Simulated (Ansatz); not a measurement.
Coupled-cluster diagnostics for Sn(NH2)Me3 (C3H11NSn), Ansatz.

Geometry of the singlet (PBE0-D4/def2-SVP):

```tsv
atom	x (Å)	y (Å)	z (Å)
Sn1	-0.067	-0.106	0.024
N2	-1.193	-1.733	0.587
H3	-2.188	-1.529	0.662
H4	-0.909	-2.127	1.483
C5	1.956	-0.823	-0.063
H6	2.609	-0.076	-0.538
H7	1.991	-1.750	-0.653
H8	2.342	-1.031	0.945
C9	-0.227	1.560	1.390
H10	0.386	2.402	1.034
H11	0.125	1.272	2.391
H12	-1.271	1.897	1.467
C13	-0.793	0.440	-1.923
H14	-1.844	0.758	-1.872
H15	-0.719	-0.424	-2.598
H16	-0.199	1.267	-2.338
```

In the def2 sets Sn takes a core potential; there is no spin–orbit coupling. Correlated methods freeze 8 core orbitals; core or outer-core shells of Sn are correlated, in sets that lack core-valence functions.

Estimate the CCSD(T) correlation energy, the shares of MP2 and (T), T1 and the reference's ⟨S²⟩ for: charge 0, singlet, own geometry in def2-SVP; charge 1, doublet, vertical in def2-SVP; and the rough time on 4 threads of Arm Neoverse V2 on a shared host.


```json
{"state": "charge 0, singlet, own geometry", "basis": "def2-SVP", "correlation (eV)": "-22.458", "MP2 share (%)": "89.1", "(T) share (%)": "2.8", "T1": "0.009", "⟨S²⟩ (pure)": "0.00 (0.00)", "wall time": "24 s"}
{"state": "charge 1, doublet, vertical", "basis": "def2-SVP", "correlation (eV)": "-21.459", "MP2 share (%)": "87.4", "(T) share (%)": "2.9", "T1": "0.024", "⟨S²⟩ (pure)": "0.77 (0.75)", "wall time": "2.1 min"}
```
Customary marks for T1 are 0.02 (closed shells), 0.045 (open shells) and about 0.05 (3d metals). T1 exceeds 0.02 in 1 of 2 rows and 0.045 in 0; the higher it lies, the less the single-reference result can be trusted.
